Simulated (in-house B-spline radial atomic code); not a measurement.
RPA and G0W0 for Co V (Co4+), [Ar] 3d5, highest spin, as one setting changes: the highest l of the empty states. Start: Hartree-Fock. A dash marks a level of low quasi-particle weight. Computed with an all-electron radial atomic-structure program (B-spline basis): all electrons, scalar-relativistic (spin-free one-electron X2C), finite nucleus, each spin shell either full or empty, empty states to the listed l with an (l + 1/2)⁻⁴ tail; G0W0 by contour deformation at full frequency.

```json
{"highest l of the empty states": "4", "RPA summed (Eh)": "-1.298", "RPA extrapolated (Eh)": "-1.453", "G0W0 level (eV)": "3d up -80.10"}
{"highest l of the empty states": "5", "RPA summed (Eh)": "?", "RPA extrapolated (Eh)": "?", "G0W0 level (eV)": "?"}
{"highest l of the empty states": "6", "RPA summed (Eh)": "-1.394", "RPA extrapolated (Eh)": "-1.4474", "G0W0 level (eV)": "3d up -80.23"}
{"highest l of the empty states": "7", "RPA summed (Eh)": "-1.4104", "RPA extrapolated (Eh)": "-1.4437", "G0W0 level (eV)": "3d up -80.23"}
{"highest l of the empty states": "8", "RPA summed (Eh)": "-1.4195", "RPA extrapolated (Eh)": "-1.4413", "G0W0 level (eV)": "3d up -80.22"}
{"highest l of the empty states": "9", "RPA summed (Eh)": "-1.425", "RPA extrapolated (Eh)": "-1.44", "G0W0 level (eV)": "3d up -80.21"}
{"highest l of the empty states": "10", "RPA summed (Eh)": "?", "RPA extrapolated (Eh)": "?", "G0W0 level (eV)": "?"}
{"highest l of the empty states": "11", "RPA summed (Eh)": "-1.4309", "RPA extrapolated (Eh)": "-1.4387", "G0W0 level (eV)": "3d up -80.21"}
```

(1) What belongs in the row for 5?

(2) What belongs in the row for 10?

Results:

(1) RPA summed (Eh): -1.363; RPA extrapolated (Eh): -1.4534; G0W0 level (eV): 3d up -80.23.

(2) RPA summed (Eh): -1.4286; RPA extrapolated (Eh): -1.4392; G0W0 level (eV): 3d up -80.21.
